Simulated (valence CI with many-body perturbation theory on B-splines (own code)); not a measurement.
Missing levels of W⁶⁹⁺

Level of theory: relativistic CI+MBPT: three valence electrons over a frozen Dirac-Fock core [He], radial functions for each j: 11 s, 11 p, 9 d, 7 f, 5 g, 2 h, 1 i, with the one-electron correlation potential Σ1, the two-electron term Σ2, the three-electron term Σ3, Breit, model QED; selected CI, second order for the rest (own B-spline code, finite nucleus).

No measured spectrum was set against this ion. As an estimate, large intervals hold to a few tenths of a per cent, small ones and those within an open d or f shell to about a per cent.

| Level | E (eV) |
| --- | --- |
| (2s^2 2p1/2) J=1/2 | 0.0 |
| (2s 2p1/2^2) J=1/2 | 271.2 |
| (2s^2 2p3/2) J=3/2 | 1462.9 |
| (2s 2p1/2 2p3/2) J=3/2 [a] | ? |
| (2s 2p1/2 2p3/2) J=5/2 | ? |
| (2s 2p1/2 2p3/2) J=1/2 | 1767.5 |
| (2s 2p1/2 2p3/2) J=3/2 [b] | 1769.5 |
| (2p1/2^2 2p3/2) J=3/2 | 2050.9 |
| (2s 2p3/2^2) J=5/2 | 3134.6 |
| (2s 2p3/2^2) J=1/2 | ? |
| (2s 2p3/2^2) J=3/2 | 3244.8 |
| (2p1/2 2p3/2^2) J=3/2 | ? |
| (2p1/2 2p3/2^2) J=5/2 | 3486.7 |
| (2p1/2 2p3/2^2) J=1/2 | ? |
| (2p3/2^3) J=3/2 | 4970.3 |
| (2s^2 3s) J=1/2 | 10629.5 |
| (2s^2 3p1/2) J=1/2 | 10719.2 |
| (2s 2p1/2 3s) J=1/2 [a] | 10811.0 |
| (2s 2p1/2 3s) J=3/2 | ? |
| (2s 2p1/2 3s) J=1/2 [b] | 10870.2 |

Levels are named by their leading jj configuration (3d3/2^4 stands for four electrons in 3d with j = 3/2), which in mixed levels can hold well under half, so a name can repeat and another be missing. Letters in brackets count levels of one name in rising energy.

**Question.** The levels stand in rising order. What does the calculation give for the missing energies?

**Answer.** (2s 2p1/2 2p3/2) J=3/2 [a] 1654.0; (2s 2p1/2 2p3/2) J=5/2 1694.6; (2s 2p3/2^2) J=1/2 3244.2; (2p1/2 2p3/2^2) J=3/2 3464.1; (2p1/2 2p3/2^2) J=1/2 3544.7; (2s 2p1/2 3s) J=3/2 10839.0.
